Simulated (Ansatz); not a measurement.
The cluster ReO₂⁻, relaxed as a singlet with RKS PBE-D4/def2-TZVPD in Ansatz, starting from the GFN2-xTB geometry. Force threshold 0.02 eV/Å.

In the def2 sets Re takes a core potential; there is no spin–orbit coupling. The structure holds 1 bond(s) between oxygen atoms. The restricted singlet is unstable towards broken spin symmetry in Hartree–Fock (as tested in another run); at PBE-D4/def2-TZVPD this wasn't settled. The highest occupied level of the charge -1 singlet lies above zero (up to 1.62 eV). The electron is either unbound and held by the finite basis, or the level is raised by self-interaction error. Another isomer (triplet) lies 6.99 eV lower at PBE0-D4/def2-TZVPD; other spin states weren't run for this one.

Start:

```xyz
3

Re   -0.269   -0.037    1.222
O     0.252    0.737   -0.562
O     0.017   -0.699   -0.660
```

Q: Estimate the energy that the relaxation releases and the steps that it takes.

A: 3.4 kcal/mol, in 4 steps; 2 s on 4 threads of Arm Neoverse V2 on a shared host. No frequencies were taken in this run, so the end may be a saddle point.

Q: Does the start keep its bonding and symmetry?

A: By distances, no bond broke or formed. The bond that changes most is Re1–O3, from 2.02 to 1.93 Å (atoms count from 1). Point group C2v at the start, C2v at the end, both within 0.05 Å.

Q: Predict the relaxed structure.

A: 
```xyz
3

Re   -0.2577   -0.0360    1.1687
O     0.2432    0.7148   -0.5370
O     0.0144   -0.6788   -0.6318
```
Bond lengths: 2 × O–Re 1.93 Å; 1 × O–O 1.42 Å.
